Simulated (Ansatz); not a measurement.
Process, species as SMILES: C[SiH2]B(O)O + 4 [H][H] (H2) -> B (BH3) + C (CH4) + 2 O (H2O) + [SiH4] (SiH4)
Geometries: B3LYP-D3(BJ)/def2-TZVP minima from Ansatz (a first-principles code), one conformer each, not searched for the lowest.
Geometry of the first species:
```xyz
12

C      2.2095     0.4441     0.2792
Si     0.8303    -0.7765    -0.1387
B     -0.9884     0.1312    -0.0397
O     -1.1591     1.4534     0.2890
O     -2.1060    -0.5970    -0.3110
H      2.2182     1.2844    -0.4193
H      3.1894    -0.0333     0.2290
H      2.0909     0.8431     1.2897
H      1.0587    -1.3231    -1.5018
H      0.8865    -1.9198     0.8094
H     -0.3432     1.9271     0.4720
H     -2.9192    -0.0788    -0.2378
```

Property: energy of full hydrogenation (electronic energy difference), in eV. Correlated levels leave the core frozen unless marked. Spin-orbit coupling is left out. Non-relativistic. Basis-set limits of correlation are two-point, X^-3; Hartree-Fock from the larger set.

CCSD(T)/CBS(cc-pV(T+d)Z,cc-pV(Q+d)Z) (Ansatz) gives 1.82 eV.

**Question.** Another calculation gave 1.72 eV. Which level was it?
(A) SVWN5/def2-TZVPD (Ansatz)
(B) PBE0/def2-TZVPD (Ansatz)
(C) BHLYP/def2-TZVPD (Ansatz)
(D) wB97X/def2-TZVPD (Ansatz)

**Answer.** B, PBE0/def2-TZVPD (Ansatz). The others give 1.59 (wB97X), 1.44 (BHLYP), 2.24 (SVWN5) eV.
